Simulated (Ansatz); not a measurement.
`BO[SiH](O)S`, charge 0, multiplicity 1.

Question: Give a relaxed structure at PBE0-D4/def2-TZVP (Ansatz 0.2.0). (An estimate is asked.)

Answer: Computed: 
Cartesian coordinates in Å:
```
B 0.6106 -1.3303 -1.1940
O 0.7167 -0.6324 -0.0460
Si -0.0246 0.6647 0.6546
O -0.3122 0.2925 2.2139
S -1.9343 1.1222 -0.1343
H -0.1979 -1.0133 -2.0240
H 1.3502 -2.2602 -1.3524
H 0.9109 1.7956 0.4833
H 0.2963 -0.3093 2.6457
H -1.4157 1.6707 -1.2468
```
This is one stationary point; other conformers may exist.
